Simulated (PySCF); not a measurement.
**A small calculation by hand: entropy of an ideal gas**

BrHSSe, SMILES S[Se]Br.

Geometry: B3LYP-D3(BJ)/def2-SVP. The values are those of a single conformer.

B3LYP-D3(BJ)/def2-SVP (PySCF) gives the harmonic wavenumbers 127, 265, 368, 395, 836, 2617 cm⁻¹ and the rotational temperatures 0.3004, 0.0679, 0.0559 K. The molar mass is 191.94 g/mol, the symmetry number 1, the spin multiplicity 1.

Question: Work out the entropy at 298.15 K and 1 atm in the rigid-rotor, harmonic-oscillator model.

Answer: 
Translation (Sackur–Tetrode at 1 atm): S = R[1.5 ln M + 2.5 ln T − 1.16487] = 174.3 J/(mol K).
Rotation: q = (√π/σ) T^1.5/√(θA θB θC) = 270000, S = R[ln q + 3/2] = 116.5 J/(mol K).
Vibration: with u = 1.4388 ν/T, each mode gives R[u/(e^u − 1) − ln(1 − e^−u)]:
| ν (cm⁻¹) | modes | u | S (J/(mol K)) |
|---|---|---|---|
| 127 | 1 | 0.61 | 12.51 |
| 265 | 1 | 1.28 | 6.81 |
| 368 | 1 | 1.78 | 4.55 |
| 395 | 1 | 1.91 | 4.11 |
| 836 | 1 | 4.03 | 0.75 |
The stiffer modes add less than 0.005 each. Sum 28.7 J/(mol K).
Spin: R ln 1 = 0.0 J/(mol K).
Total 319.5 J/(mol K); the program's own thermochemistry gives 319.5. Translation makes up 55 % and vibration 9 %. Anharmonicity, hindered rotation and orbital degeneracy are left out.
